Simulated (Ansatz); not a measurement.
Steps of a relaxation of `BCN(B)C` with RKS PBE-D4/def2-SVP.

```sh
$ ansatz run in.yaml --threads 4 --pin off --events-out ev --progress --plain --max-ram 10444MiB
```

```yaml
crystal:
  periodic: [false, false, false]
  atoms:
    - {symbol: B, position_ang: [-1.056800, 1.804200, 0.332900]}
    - {symbol: C, position_ang: [-0.533600, 0.407900, 0.711800]}
    - {symbol: N, position_ang: [0.467900, -0.030200, -0.262500]}
    - {symbol: B, position_ang: [-0.069700, -0.570100, -1.539500]}
    - {symbol: C, position_ang: [1.339100, -1.089000, 0.333300]}
    - {symbol: H, position_ang: [-1.925600, 2.374500, 1.000100]}
    - {symbol: H, position_ang: [-0.686200, 2.416200, -0.636200]}
    - {symbol: H, position_ang: [-1.327500, -0.304300, 0.784800]}
    - {symbol: H, position_ang: [-0.086400, 0.544500, 1.769900]}
    - {symbol: H, position_ang: [0.080200, -0.057400, -2.548100]}
    - {symbol: H, position_ang: [-0.876400, -1.515800, -1.474400]}
    - {symbol: H, position_ang: [0.745200, -1.947600, 0.691100]}
    - {symbol: H, position_ang: [1.828900, -0.651200, 1.218100]}
    - {symbol: H, position_ang: [2.087900, -1.410900, -0.352400]}
basis:
  gaussian: {orbitals: def2-SVP}
hamiltonian: {xc: pbe, dispersion: d4}
relax: {f_tol: 0.03, max_steps: 200}
```

Positions (Å) and forces (eV/Å) along the path, 11 of 18 steps:

```xyz
14
step=1 energy=-5050.1028 eV
B    -1.057    1.804    0.333   -1.104    0.907    0.429
C    -0.534    0.408    0.712    1.675    1.208   -0.347
N     0.468   -0.030   -0.263    1.261   -0.946   -0.017
B    -0.070   -0.570   -1.540   -1.060   -0.404    2.653
C     1.339   -1.089    0.333   -1.603    1.206    0.468
H    -1.926    2.374    1.000    0.218   -0.253    0.008
H    -0.686    2.416   -0.636    0.236    0.007   -0.260
H    -1.327   -0.304    0.785   -1.528   -1.185    0.659
H    -0.086    0.544    1.770   -0.296   -0.292   -0.950
H     0.080   -0.057   -2.548    0.636    0.825   -1.868
H    -0.876   -1.516   -1.474    0.293   -0.049   -0.048
H     0.745   -1.948    0.691   -0.133   -0.586    0.082
H     1.829   -0.651    1.218    0.292    0.084    0.176
H     2.088   -1.411   -0.352    1.112   -0.523   -0.986
14
step=2 energy=-5050.3873 eV
B    -1.134    1.849    0.341   -0.168    0.329    0.252
C    -0.530    0.458    0.690    0.600    0.181   -0.109
N     0.488   -0.027   -0.252   -0.114   -0.278   -0.017
B    -0.138   -0.514   -1.498    1.164   -0.893    0.063
C     1.319   -1.115    0.322   -0.654    0.755    0.063
H    -1.970    2.379    1.065    0.087   -0.200   -0.075
H    -0.745    2.464   -0.630   -0.030    0.031   -0.122
H    -1.337   -0.287    0.870   -0.386   -0.285    0.312
H    -0.055    0.598    1.707   -0.181   -0.009   -0.222
H     0.258   -0.131   -2.596   -0.312    0.221    0.089
H    -0.825   -1.557   -1.465   -0.283    0.513    0.055
H     0.726   -1.993    0.671   -0.065   -0.190   -0.021
H     1.855   -0.702    1.203    0.081   -0.024    0.029
H     2.075   -1.451   -0.398    0.261   -0.150   -0.297
14
step=3 energy=-5050.4943 eV
B    -1.144    1.855    0.338   -0.038    0.046   -0.048
C    -0.523    0.463    0.673    0.225   -0.067   -0.118
N     0.506   -0.037   -0.250   -0.110   -0.314   -0.032
B    -0.068   -0.558   -1.503    0.004    0.030   -0.124
C     1.319   -1.120    0.335   -0.249    0.370   -0.039
H    -1.982    2.356    1.071    0.044   -0.118   -0.003
H    -0.777    2.472   -0.646   -0.039    0.032   -0.003
H    -1.334   -0.288    0.908   -0.010    0.003    0.056
H    -0.047    0.625    1.678   -0.032    0.031    0.013
H     0.248   -0.096   -2.608   -0.034   -0.169    0.318
H    -0.875   -1.512   -1.460    0.135    0.300    0.002
H     0.720   -2.008    0.665    0.009   -0.045   -0.001
H     1.859   -0.718    1.220    0.044   -0.061    0.000
H     2.084   -1.463   -0.391    0.050   -0.039   -0.022
14
step=4 energy=-5050.5696 eV
B    -1.184    1.842    0.313    0.007   -0.305    0.224
C    -0.478    0.492    0.676   -0.146   -0.091   -0.090
N     0.502   -0.047   -0.258    0.116    0.002    0.446
B    -0.041   -0.545   -1.510   -0.235    0.132   -0.332
C     1.290   -1.126    0.335    0.303   -0.137   -0.230
H    -2.057    2.219    1.080    0.049    0.103   -0.102
H    -0.865    2.492   -0.663   -0.069    0.037   -0.009
H    -1.252   -0.265    1.012    0.056    0.074   -0.033
H     0.050    0.721    1.640   -0.058    0.111    0.043
H     0.408   -0.184   -2.592    0.187   -0.272    0.086
H    -0.981   -1.345   -1.491   -0.142    0.178   -0.019
H     0.683   -2.016    0.655   -0.024    0.068    0.023
H     1.862   -0.773    1.219   -0.056    0.128    0.060
H     2.050   -1.494   -0.386    0.013   -0.030   -0.066
14
step=5 energy=-5050.6923 eV
B    -1.215    1.824    0.305    0.009   -0.417    0.391
C    -0.457    0.502    0.684   -0.354   -0.037    0.097
N     0.494   -0.055   -0.257   -0.042   -0.026    0.404
B    -0.039   -0.527   -1.515   -0.194    0.073   -0.642
C     1.284   -1.127    0.327    0.684   -0.346   -0.139
H    -2.100    2.147    1.088    0.097    0.163   -0.194
H    -0.924    2.494   -0.669   -0.079    0.002   -0.003
H    -1.210   -0.258    1.072    0.152    0.144   -0.088
H     0.095    0.776    1.628   -0.123    0.090   -0.061
H     0.561   -0.299   -2.578    0.001   -0.474    0.392
H    -1.093   -1.188   -1.518   -0.002    0.490   -0.122
H     0.678   -2.016    0.652   -0.016    0.142    0.011
H     1.875   -0.794    1.207   -0.097    0.187    0.061
H     2.037   -1.507   -0.398   -0.035    0.008   -0.106
14
step=9 energy=-5051.6184 eV
B    -1.261    1.728    0.332   -0.055    0.084   -0.020
C    -0.509    0.423    0.723    0.115   -0.013   -0.034
N     0.378   -0.190   -0.256   -0.195   -0.816   -0.089
B    -0.075   -0.473   -1.570   -0.273    0.009   -0.302
C     1.360   -1.121    0.319   -0.066    0.423    0.213
H    -2.127    2.139    1.085   -0.002   -0.017   -0.003
H    -0.955    2.400   -0.638    0.004   -0.088    0.018
H    -1.191   -0.314    1.207   -0.049   -0.108    0.081
H     0.106    0.793    1.593   -0.060    0.044   -0.008
H     0.758   -0.789   -2.435   -0.377   -0.189    0.395
H    -1.310   -0.497   -1.785    0.634    0.544   -0.128
H     0.831   -2.013    0.741    0.164    0.104   -0.008
H     1.907   -0.635    1.156    0.153   -0.065   -0.045
H     2.075   -1.482   -0.443    0.008    0.088   -0.070
14
step=10 energy=-5051.8228 eV
B    -1.265    1.716    0.333   -0.072   -0.057   -0.079
C    -0.527    0.401    0.728    0.015   -0.076    0.011
N     0.333   -0.257   -0.250   -0.058   -0.405   -0.073
B    -0.088   -0.476   -1.581   -0.255    0.135   -0.079
C     1.375   -1.112    0.331   -0.235    0.128   -0.018
H    -2.131    2.134    1.080    0.017   -0.005    0.017
H    -0.950    2.377   -0.639    0.032   -0.050    0.025
H    -1.200   -0.327    1.242   -0.017   -0.002    0.066
H     0.102    0.794    1.580   -0.035   -0.002   -0.041
H     0.735   -0.882   -2.402   -0.271   -0.164    0.218
H    -1.294   -0.318   -1.861    0.614    0.330   -0.024
H     0.885   -2.015    0.770    0.206    0.033    0.076
H     1.933   -0.605    1.147    0.053    0.066   -0.079
H     2.078   -1.459   -0.449    0.006    0.070   -0.020
14
step=12 energy=-5052.0096 eV
B    -1.275    1.665    0.312   -0.162   -0.098   -0.135
C    -0.546    0.359    0.758   -0.047    0.001    0.052
N     0.284   -0.338   -0.218   -0.049   -0.219   -0.153
B    -0.112   -0.453   -1.562   -0.237    0.478   -0.201
C     1.386   -1.124    0.336   -0.147    0.071    0.084
H    -2.184    2.103    0.997    0.078   -0.012    0.036
H    -0.917    2.285   -0.670    0.058    0.048    0.068
H    -1.212   -0.345    1.310    0.002   -0.006    0.022
H     0.095    0.785    1.580    0.051    0.016    0.034
H     0.641   -0.992   -2.363   -0.188   -0.090    0.119
H    -1.201    0.054   -1.913    0.584   -0.250    0.166
H     0.994   -2.030    0.858    0.097    0.078    0.023
H     1.976   -0.538    1.078   -0.032   -0.013   -0.101
H     2.058   -1.459   -0.475   -0.006   -0.003   -0.014
14
step=13 energy=-5052.0547 eV
B    -1.317    1.629    0.312    0.119    0.092    0.105
C    -0.557    0.339    0.755   -0.011   -0.162   -0.178
N     0.249   -0.370   -0.242    0.171   -0.031    0.441
B    -0.087   -0.410   -1.602   -0.013   -0.022    0.050
C     1.364   -1.126    0.337   -0.111    0.041   -0.070
H    -2.270    2.003    0.971   -0.010    0.012   -0.029
H    -0.864    2.346   -0.560   -0.073   -0.058   -0.011
H    -1.168   -0.370    1.361   -0.040   -0.059   -0.093
H     0.115    0.790    1.542    0.018    0.111   -0.042
H     0.610   -1.058   -2.360   -0.001    0.019   -0.023
H    -1.084    0.182   -1.982    0.031   -0.005    0.026
H     1.005   -1.927    1.029   -0.015    0.076   -0.133
H     2.031   -0.467    0.939   -0.035    0.024   -0.090
H     1.961   -1.589   -0.472   -0.030   -0.037    0.045
14
step=15 energy=-5052.0611 eV
B    -1.306    1.635    0.330   -0.025   -0.050   -0.054
C    -0.579    0.322    0.744    0.194    0.004    0.184
N     0.255   -0.372   -0.235    0.009    0.035    0.080
B    -0.073   -0.408   -1.597   -0.011   -0.034    0.012
C     1.369   -1.122    0.338   -0.030    0.357   -0.327
H    -2.239    2.027    1.007    0.026    0.021    0.006
H    -0.875    2.325   -0.574   -0.016    0.010    0.043
H    -1.204   -0.402    1.323    0.044    0.083   -0.038
H     0.079    0.792    1.552   -0.171   -0.118   -0.189
H     0.629   -1.047   -2.358    0.003    0.019   -0.011
H    -1.073    0.177   -1.973    0.010    0.004   -0.014
H     1.012   -1.876    1.050   -0.163   -0.354    0.336
H     2.062   -0.450    0.886    0.078    0.071    0.043
H     1.929   -1.631   -0.464    0.052   -0.047   -0.071
14
step=18 energy=-5052.0685 eV
B    -1.311    1.633    0.332   -0.010    0.017    0.004
C    -0.573    0.325    0.740    0.008   -0.016   -0.007
N     0.258   -0.370   -0.237   -0.008   -0.006    0.000
B    -0.065   -0.410   -1.601   -0.006    0.015    0.005
C     1.366   -1.120    0.337   -0.004    0.009    0.017
H    -2.226    2.025    1.035    0.003    0.003   -0.002
H    -0.909    2.335   -0.574    0.004   -0.004   -0.006
H    -1.208   -0.393    1.311    0.012   -0.008    0.007
H     0.076    0.781    1.546   -0.009   -0.003   -0.004
H     0.644   -1.045   -2.360   -0.005    0.002    0.002
H    -1.059    0.179   -1.985    0.005   -0.004   -0.006
H     1.005   -1.868    1.079   -0.004   -0.002   -0.003
H     2.076   -0.446    0.867    0.007   -0.001   -0.002
H     1.914   -1.654   -0.460    0.007   -0.004   -0.004
```

Hardware: 4 threads of an Arm Neoverse V2 on a shared host. Wall time 19 s, peak host memory 0.16 GiB.
